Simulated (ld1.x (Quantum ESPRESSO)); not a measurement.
# Plane-wave convergence, PAW potential for Re (Z = 75)

```
Element                 : rhenium
Generator               : ld1.x (Quantum ESPRESSO) 7.5
Type                    : PAW
Functional              : PBEsol
Relativity              : scalar-relativistic
Frozen core             : [Kr] 4d10 4f14
Valence charge          : 15
Reference configuration : 5s2 5p6 5d5 6s0.5 6p0 (charge +1.5)
Partial waves           : 5s (bound): rcut 1.30, rcutus 1.35 bohr; 6s (bound): rcut 1.30, rcutus 1.35 bohr; 5p (bound): rcut 1.90, rcutus 2.10 bohr; 6p (bound, empty): rcut 1.90, rcutus 2.10 bohr; 5d (bound): rcut 2.10, rcutus 2.35 bohr; 5d channel at 1.45 Ry: rcut 2.10, rcutus 2.35 bohr
Local potential         : all-electron potential smoothed inside 1.85 bohr (lloc = -2)
Core correction         : Bessel-smoothed model core, default radius (core density twice the valence density)
Augmentation charge     : BESSEL, radius 0.90 bohr
```

The pseudo-atom Hamiltonian at the reference potential is diagonalised in spherical Bessel functions j_l(qr) that vanish at 20 bohr, with q² up to the cutoff. All-electron valence levels (Ry): 5s -7.1573, 6s -1.2002, 5p -4.3474, 6p -0.7379, 5d -1.2585.

Q: How do the lowest levels (Ry) of each channel move with the cutoff, and are there ghosts?

A:

| cutoff (Ry) | s #1 | s #2 | s #3 | p #1 | p #2 | d #1 | f #1 | Σ f·Δε (mRy) |
| --- | --- | --- | --- | --- | --- | --- | --- | --- |
| 8 | -6.5994 | -1.1135 | -0.3694 | -4.1677 | -0.6254 | -1.1641 | -0.1696 | 2709.7 |
| 12 | -6.9729 | -1.1792 | -0.3849 | -4.3146 | -0.6561 | -1.2421 | -0.1700 | 658.3 |
| 15 | -7.0612 | -1.1920 | -0.3878 | -4.3408 | -0.6722 | -1.2530 | -0.1701 | 263.5 |
| 21 | -7.1436 | -1.1999 | -0.3894 | -4.3468 | -0.6998 | -1.2581 | -0.1701 | 33.4 |
| 30 | -7.1561 | -1.2002 | -0.3895 | -4.3472 | -0.7361 | -1.2584 | -0.1701 | 4.5 |
| 40 | -7.1571 | -1.2002 | -0.3895 | -4.3474 | -0.7372 | -1.2584 | -0.1701 | 1.2 |
| 45 | -7.1571 | -1.2002 | -0.3895 | -4.3474 | -0.7376 | -1.2585 | -0.1701 | 1.0 |
| 55 | -7.1572 | -1.2002 | -0.3895 | -4.3474 | -0.7378 | -1.2585 | -0.1701 | 0.5 |
| 400 | -7.1574 | -1.2003 | -0.3895 | -4.3474 | -0.7379 | -1.2585 | -0.1701 | 0.0 |

Result: no extra level below or beside the all-electron valence levels (s, p, d, f tested); 10 mRy is reached at 30 Ry and 1 mRy at 45 Ry.

Test run stopped at test 5 of 7 (negative rho).
